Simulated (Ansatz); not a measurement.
Program: Ansatz. Geometries: PBE0-D4/def2-TZVP. ΔE: electronic, gas phase. CBS: MP2 limit from def2 TZ/QZ plus the TZ coupled-cluster correction, frozen cores. Functionals use def2-TZVPP. B3LYP here is the variant with VWN-RPA as its local correlation; programs differ in this. For Se outer-core shells are correlated without core-valence functions, which leaves a few kJ/mol of doubt a bond. Scalar relativity is left out up to krypton. One conformer a species, not always the lowest.

Reaction (cleavage of the Si–Si bond): `[SiH3][SiH]1NCS1` + `N[SiH2][SeH]` → `[SiH3]N[SiH2][SeH]` + `C1N[SiH2]S1`

`[SiH3][SiH]1NCS1`:

Cartesian coordinates in Å:
```
Si 0.742 1.576 -1.336
Si 0.499 0.344 0.647
N -1.033 -0.392 0.941
C -0.713 -1.788 0.699
S 1.127 -1.700 0.525
H 0.043 2.890 -1.241
H 2.184 1.836 -1.602
H 0.167 0.815 -2.477
H 1.064 1.131 1.782
H -1.968 -0.077 0.747
H -0.967 -2.444 1.537
H -1.144 -2.190 -0.222
```

`N[SiH2][SeH]`:

Z-matrix (Å, degrees):
```
Si
Se 1 2.293
N 1 1.711 2 117.9
H 1 1.482 2 101.7 3 -119.9
H 1 1.482 2 109.2 3 121.1
H 2 1.469 1 93.5 3 -67.4
H 3 1.008 1 119.2 2 85.2
H 3 1.008 1 120.2 2 -57.6
```

`[SiH3]N[SiH2][SeH]`:

Cartesian coordinates in Å:
```
Si 1.280 -1.173 -0.158
N 0.706 0.456 -0.044
Si -0.786 0.971 0.637
Se -2.624 -0.026 -0.280
H 1.020 -1.792 -1.486
H 2.747 -1.206 0.081
H 0.573 -1.954 0.887
H 1.209 1.160 -0.565
H -0.845 2.444 0.478
H -0.906 0.578 2.062
H -2.374 0.542 -1.613
```

`C1N[SiH2]S1`:

```xyz
9

C     0.324   -0.460   -1.071
N     0.207   -0.732    0.350
Si   -0.315    0.795    0.934
S     0.004    1.363   -1.099
H    -0.426   -0.968   -1.684
H     1.321   -0.659   -1.474
H     0.050   -1.677    0.655
H    -1.715    0.886    1.437
H     0.549    1.450    1.952
```

**Question.** Is it downhill or uphill in electronic energy at CCSD(T)/CBS, and by how much? (An estimate is asked.)

**Answer.** Ansatz gave: Downhill: ΔE = -56.1 kJ/mol.

**Question.** What do these levels give: r2SCAN-D4, B3LYP-D4, ωB97X-V, r2SCAN, PBE0, B3LYP, MP2/def2-TZVPP, SCS-MP2/def2-TZVPP, CCSD/def2-TZVPP, HF/CBS(def2), MP2/CBS(def2), CCSD/CBS(def2)? (Best estimate.)

**Answer.** Computed: r2SCAN-D4 -46.6, B3LYP-D4 -51.8, ωB97X-V -53.5, r2SCAN -46.5, PBE0 -39.3, B3LYP -49.9, MP2/def2-TZVPP -63.8, SCS-MP2/def2-TZVPP -66.2, CCSD/def2-TZVPP -58.9, HF/CBS(def2) -73.5, MP2/CBS(def2) -63.5, CCSD/CBS(def2) -58.6 kJ/mol.

Largest T1 diagnostic among the species: 0.012.

From PBE to PBE0 (25 % exact exchange), in def2-TZVPP and without D4, ΔE moves by −8.7 kJ/mol. In def2-TZVPP, CCSD(T) changes the Hartree–Fock value by +15.5 kJ/mol (the triples alone add +2.6 kJ/mol) and MP2 by +8.1 kJ/mol.
